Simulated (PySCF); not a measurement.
**Spinor energies of N³⁺ (nitrogen, charge +3)**

Start: [He] 2s2. Calculated with PySCF 2.14 in x2c-TZVPall-2c (5s3p2d1f, 31 functions): generalised Hartree-Fock with the X2C-1e Hamiltonian and a Gaussian nucleus; one run each with spin-orbit coupling (SO) switched off, then screened by Boettger's factors.

```json
{"spinor shell": "1s1/2", "electrons": "2", "ε, spin-free (eV)": "-493.39", "ε, screened SO (eV)": "-493.39", "weight of nominal j (screened SO)": "1.000", "rms radius, screened SO (bohr)": "0.263"}
{"spinor shell": "2s1/2", "electrons": "2", "ε, spin-free (eV)": "-75.323", "ε, screened SO (eV)": "-75.323", "weight of nominal j (screened SO)": "1.000", "rms radius, screened SO (bohr)": "1.20"}
```

```json
{"quantity": "E (hartree)", "spin-free": "-51.11037", "screened SO": "-51.11037"}
{"quantity": "M_J", "spin-free": "0", "screened SO": "0"}
{"quantity": "⟨J²⟩", "spin-free": "0.000", "screened SO": "0.000"}
{"quantity": "⟨L²⟩", "spin-free": "0.000", "screened SO": "0.000"}
{"quantity": "⟨S²⟩", "spin-free": "0.000", "screened SO": "0.000"}
```

Without spin-orbit coupling the j labels of p, d and f shells carry no meaning; the spin-free column gives the mean over the occupied spinors of each nl shell.
